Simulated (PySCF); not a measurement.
Correlation energy of Tm (thulium, neutral)

[Xe] 4f14 6s1, 2S determinant (an excited configuration). Computed with PySCF 2.14 in x2c-TZVPPall (11s7p7d4f2g, 113 functions), with scalar relativity by spin-free X2C-1e. Frozen: [Ar] 3d10; 41 electrons correlated.

MP2 pair energies summed by pair of shells (mhartree):

| pair | energy | share (%) |
| --- | --- | --- |
| 4f-4f | -833.13 | 40.2 |
| 4d-4f | -354.42 | 17.1 |
| 4f-5p | -320.01 | 15.5 |
| 5p-5p | -121.07 | 5.8 |
| 4d-4d | -98.24 | 4.7 |
| 4f-5s | -72.75 | 3.5 |
| 4p-4f | -57.69 | 2.8 |
| 4p-4d | -34.20 | 1.7 |
| 4d-5p | -34.14 | 1.6 |
| 5s-5p | -31.80 | 1.5 |
| 4s-4f | -21.93 | 1.1 |
| 4d-5s | -20.16 | 1.0 |
| 4s-4d | -17.19 | 0.8 |
| 5p-6s | -11.38 | 0.5 |
| 4f-6s | -9.79 | 0.5 |
| 4p-4p | -8.96 | 0.4 |
| 5s-5s | -6.18 | 0.3 |
| 4p-5p | -6.05 | 0.3 |
| 4s-4p | -3.88 | 0.2 |
| 4p-5s | -3.40 | 0.2 |
| 4s-4s | -1.30 | 0.1 |
| 4s-5p | -0.67 | 0.0 |
| 4s-5s | -0.61 | 0.0 |
| 5s-6s | -0.47 | 0.0 |
| 4d-6s | -0.44 | 0.0 |
| 4p-6s | -0.08 | 0.0 |
| 4s-6s | -0.01 | 0.0 |

Total MP2 correlation energy: -2070.0 mhartree.

Same-spin part -805.04 and opposite-spin part -1264.9 mhartree; SCS-MP2 scales them by 1/3 and 6/5 to -1786.2 mhartree.

This basis was not built for core-valence correlation, so the inner-shell part is incomplete.
